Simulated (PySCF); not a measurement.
**Ti (titanium, neutral) across methods**

[Ar] 3d1 4s2 4p1, one real determinant (an excited configuration). Computed with PySCF 2.14 in aug-cc-pVTZ-DK (8s7p5d3f2g, 93 functions), with scalar relativity by spin-free X2C-1e.

```json
{"method": "LDA", "E (hartree)": "-851.418", "mean ε 4s α (eV)": "-6.557", "mean ε 4s β (eV)": "-5.865", "mean ε 4p α (eV)": "-2.872", "Σ⟨r²⟩ (bohr²)": "56.13", "⟨S²⟩": "2.002"}
{"method": "PBE0", "E (hartree)": "-853.333", "mean ε 4s α (eV)": "-7.285", "mean ε 4s β (eV)": "-6.375", "mean ε 4p α (eV)": "-3.603", "Σ⟨r²⟩ (bohr²)": "56.34", "⟨S²⟩": "2.009"}
{"method": "wB97X", "E (hartree)": "-853.537", "mean ε 4s α (eV)": "-9.399", "mean ε 4s β (eV)": "-8.353", "mean ε 4p α (eV)": "-5.266", "Σ⟨r²⟩ (bohr²)": "55.79", "⟨S²⟩": "2.014"}
{"method": "PBE", "E (hartree)": "-853.296", "mean ε 4s α (eV)": "-6.424", "mean ε 4s β (eV)": "-5.694", "mean ε 4p α (eV)": "-2.924", "Σ⟨r²⟩ (bohr²)": "56.36", "⟨S²⟩": "2.005"}
{"method": "UHF", "E (hartree)": "-852.58135", "mean ε 4s α (eV)": "-9.270", "mean ε 4s β (eV)": "-7.522", "mean ε 4p α (eV)": "-4.808", "Σ⟨r²⟩ (bohr²)": "59.24", "⟨S²⟩": "2.140"}
{"method": "LC-wPBE", "E (hartree)": "-853.355", "mean ε 4s α (eV)": "-9.701", "mean ε 4s β (eV)": "-8.343", "mean ε 4p α (eV)": "-5.625", "Σ⟨r²⟩ (bohr²)": "55.76", "⟨S²⟩": "2.020"}
{"method": "r2SCAN", "E (hartree)": "-853.472", "mean ε 4s α (eV)": "-6.582", "mean ε 4s β (eV)": "-5.748", "mean ε 4p α (eV)": "-3.104", "Σ⟨r²⟩ (bohr²)": "56.45", "⟨S²⟩": "2.012"}
{"method": "M06-L", "E (hartree)": "-853.464", "mean ε 4s α (eV)": "-6.423", "mean ε 4s β (eV)": "-5.659", "mean ε 4p α (eV)": "-2.846", "Σ⟨r²⟩ (bohr²)": "54.96", "⟨S²⟩": "2.006"}
{"method": "r2SCANh", "E (hartree)": "-853.470", "mean ε 4s α (eV)": "-6.904", "mean ε 4s β (eV)": "-6.014", "mean ε 4p α (eV)": "-3.348", "Σ⟨r²⟩ (bohr²)": "56.48", "⟨S²⟩": "2.013"}
```

⟨L²⟩ = 8.02 against 12 for a pure F term, so this real determinant mixes terms.
